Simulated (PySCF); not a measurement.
In(Cl)2(OMe) (CH₃Cl₂InO), SMILES C[O][In]([Cl])[Cl].

Coordinates come from a PBE-D3(BJ)/def2-SVP optimisation. The structure was generated by enumeration; whether it is a known compound was not checked. The def2 effective core potentials stand for the cores of In; spin–orbit coupling is left out. Other conformers were not sampled.

Computed with PBE-D3(BJ)/def2-SVP run with PySCF.

Frequencies are harmonic and unscaled.

Computed harmonic wavenumbers and intensities:
```
mode  ν (cm⁻¹)  IR (km/mol)   moving atoms (share of kinetic energy)
----  --------  -----------  ---------------------------------------
1           30          2.9                           H 68 %, O 21 %
2           69          3.2  C 31 %, Cl 30 %, In 17 %, H 14 %, O 9 %
3           73          1.8         Cl 28 %, In 26 %, H 23 %, C 21 %
4           84          7.6                         Cl 76 %, In 17 %
5          113         15.0         O 40 %, H 29 %, In 17 %, Cl 12 %
6          243         11.7                   C 37 %, O 32 %, H 19 %
7          336         12.6                          Cl 86 %, In 9 %
8          380         57.2                         Cl 68 %, In 31 %
9          525         40.9                          O 69 %, In 15 %
10        1052        156.6                           O 48 %, C 46 %
11        1119          3.3                           H 78 %, C 18 %
12        1146          0.3                    H 71 %, C 20 %, O 9 %
13        1408          6.3                                   H 94 %
14        1417         32.8                                   H 91 %
15        1422          6.1                                   H 96 %
16        2911         95.4                                   H 98 %
17        2989         27.9                           H 90 %, C 10 %
18        3001         22.3                           H 90 %, C 10 %
```
